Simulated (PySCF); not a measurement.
## Working out the ionisation energy of N²⁺

N²⁺ [He] 2s2 2p1 (2P) → N³⁺ [He] 2s2 (1S). All numbers are calculated (PySCF 2.14, the non-relativistic Hamiltonian (point nucleus), in aug-cc-pwCVDZ (5s4p2d, 27 functions)). Frozen: nothing. Energies in hartree (1 hartree = 27.21139 eV):

```tsv
part	N²⁺ (lower)	N³⁺ (upper)
UHF	-52.809711	-51.076815
CCSD correlation	-0.105963	-0.113621
(T)	-0.000855	-0.000390
```

Problem. What does Hartree-Fock give?

Solution. (-51.076815) − (-52.809711) = 1.732896 hartree = 47.155 eV.

Problem. What do CCSD and CCSD(T) give?

Solution. The CCSD correlation energies differ by -0.007658 hartree = -0.208 eV and the triples by 0.000465 hartree = 0.013 eV, so CCSD gives 46.947 eV and CCSD(T) 46.960 eV.

A first-order spin-orbit estimate adds 0.013 eV to CCSD(T) (valence and next inner shell), giving 46.973 eV against 47.445 eV (semi-empirical (NIST evaluation); NIST Atomic Spectra Database, ionization energies).

A double-zeta basis recovers only part of the correlation energy.

The coupled-cluster amplitudes are large, so a single reference is strained.

What remains against the reference includes basis incompleteness and higher excitations.
